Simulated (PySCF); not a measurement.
Species: C₂H₉B₂N.
InChI=1S/C2H9B2N/c1-2-5(3)4/h2-4H2,1H3

Torsions of this conformer, `[BH2:1][N:2]([BH2:3])[CH2:4][CH3:5]`: B1–N2–C4–C5 90°.

The closed-shell ground state was solved at several levels (PySCF, density fitting, gas phase, non-relativistic). One conformer (not necessarily the lowest) at the PBE0-D3(BJ)/def2-SVP geometry, without solvent, vibrations or thermal averaging.

```json
{"level": "wB97X-D/def2-SVPD", "basis functions": "172", "HOMO (eV)": "-10.58", "LUMO (eV)": "0.66", "gap (eV)": "11.24", "dipole (D)": "1.57"}
{"level": "wB97X-D/pcSseg-2", "basis functions": "306", "HOMO (eV)": "-10.54", "LUMO (eV)": "0.61", "gap (eV)": "11.15", "dipole (D)": "1.57"}
{"level": "PBE0/pcSseg-1", "basis functions": "130", "HOMO (eV)": "-8.74", "LUMO (eV)": "-1.25", "gap (eV)": "7.49", "dipole (D)": "1.61"}
```

Problem. What might B3LYP/pcJ-1 (225 basis functions) give for the same quantities?

Solution. HOMO -8.49 eV, LUMO -1.46 eV, gap 7.03 eV, dipole 1.61 D.

Problem. Over all these levels, which gives the widest orbital gap and which the narrowest?

Solution. wB97X-D/def2-SVPD (range-separated hybrid) has the widest, 11.24 eV, and B3LYP/pcJ-1 (global hybrid, 20 % exact exchange) the narrowest, 7.03 eV. Functional and basis both differ between the two, so the spread mixes both effects.

Problem. How far do the dipole and the HOMO energy spread over the levels?

Solution. The dipole runs from 1.57 to 1.61 D (mean 1.59 D) and the HOMO from -10.58 to -8.49 eV.
